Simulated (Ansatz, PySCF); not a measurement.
Gas-phase reaction (SMILES): N[Si](N)(N)O -> N[Si](N)O + [NH2] (NH2); the N-Si bond at the site shown breaks (other sites are not compared here).

Each molecule is optimised on its own at B3LYP-D3(BJ)/def2-TZVP (Ansatz, a quantum-chemistry and plane-wave program), one conformer each, not searched for the lowest. Correlated levels leave the core frozen unless marked. UHF or UKS for open shells. No spin-orbit coupling. No relativistic terms. CBS marks a two-point X^-3 extrapolation of the correlation energy; Hartree-Fock from the larger set. Thermal terms are rigid-rotor harmonic-oscillator values from B3LYP-D3(BJ) frequencies (PySCF) at 298.15 K and 1 atm. 1 Eh = 627.5095 kcal/mol. Electronic entropy comes from spin alone.

```json
[
 {"species": "N[Si](N)(N)O", "E, CCSD(T)/CBS(cc-pV(T+d)Z,cc-pV(Q+d)Z) (Ansatz) (Eh)": "-532.73113", "E, B3LYP-D3(BJ)/def2-TZVPD (Ansatz + dftd3) (Eh)": "-533.51272", "H - E (Eh)": "0.10285", "G - E (Eh)": "0.06339"},
 {"species": "N[Si](N)O", "E, CCSD(T)/CBS(cc-pV(T+d)Z,cc-pV(Q+d)Z) (Ansatz) (Eh)": "-476.72012", "E, B3LYP-D3(BJ)/def2-TZVPD (Ansatz + dftd3) (Eh)": "-477.42740", "H - E (Eh)": "0.07343", "G - E (Eh)": "0.03625"},
 {"species": "[NH2] (NH2)", "E, CCSD(T)/CBS(cc-pV(T+d)Z,cc-pV(Q+d)Z) (Ansatz) (Eh)": "-55.81993", "E, B3LYP-D3(BJ)/def2-TZVPD (Ansatz + dftd3) (Eh)": "-55.90706", "H - E (Eh)": "0.02268", "G - E (Eh)": "0.00058"}
]
```

**Question.** Work out ΔE and ΔH, ΔG, ΔS and the equilibrium constant at 298.15 K at the first level, then ΔH at the second.

**Answer.** 
1. ΔE = [(-476.72012) + (-55.81993)] - [(-532.73113)] = 0.19108 Eh = 119.9 kcal/mol at CCSD(T)/CBS(cc-pV(T+d)Z,cc-pV(Q+d)Z).
2. The terms H - E add up to -0.00674 Eh, so ΔH = (0.19108 + (-0.00674))×627.5095 = 115.7 kcal/mol.
3. The terms G - E add up to -0.02656 Eh, so ΔG = 103.2 kcal/mol, and ΔS = (-0.00674 - (-0.02656))×627509.5/298.15 = 41.7 cal/(mol K).
4. log10 K = -ΔG/(RT ln 10) = -75.6, with RT ln 10 = 1.3642 kcal/mol.
5. With ΔH and ΔS taken as constant, ΔG changes sign near ΔH/ΔS = 2770 K, a rough figure that leaves out heat capacities.
6. At B3LYP-D3(BJ)/def2-TZVPD the same steps give ΔE = 111.9 and ΔH = 107.6 kcal/mol, a shift of -8.1 from the first level.
7. These values are not checked against measurement here, since the tables used lack a sound gas-phase enthalpy of formation for at least one species.
